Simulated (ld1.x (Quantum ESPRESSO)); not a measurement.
# Transferability test, TM potential for P (Z = 15)

P (Z = 15), norm-conserving Troullier–Martins (Kleinman–Bylander form), made with ld1.x (Quantum ESPRESSO) 7.5 (PBE, non-relativistic). Core [Ne], reference 3s2 3p2.5 (charge +0.5). Waves: 3s (bound): rc 1.75 bohr; 3p (bound): rc 2.00 bohr. Local part: all-electron potential smoothed inside 1.35 bohr (lloc = -1). Core correction: Bessel-smoothed model core inside 1.65 bohr.

Energies are relative to the spin-unpolarised reference configuration 3s2 3p2.5; without spin polarisation the order of configurations can differ from experiment. The frozen-core shift is the all-electron ΔE with the core orbitals held at their reference shape minus the fully relaxed ΔE.

(1) Give the all-electron excitation energy and the error of the potential for: 3s2 3p3; 3s2 3p2; 3s2 3p1; 3s0 3p5; 3s1 3p0; 3s1 3p3; 3s1 3p4.

Answers

(1)

```
valence configuration  charge  ΔE all-electron (eV)  error AE − PS (meV)  frozen-core shift (meV)
              3s2 3p3       0                -3.781                 +0.7                     +0.1
              3s2 3p2      +1                 5.961                 +1.2                     +0.3
              3s2 3p1      +2                25.120                  +16                     +6.7
              3s0 3p5       0                13.242                  -11                     +1.4
              3s1 3p0      +4               106.751                 +171                     +125
              3s1 3p3      +1                14.986                 -0.6                     +1.6
              3s1 3p4       0                 4.667                 -2.6                     +0.3
```
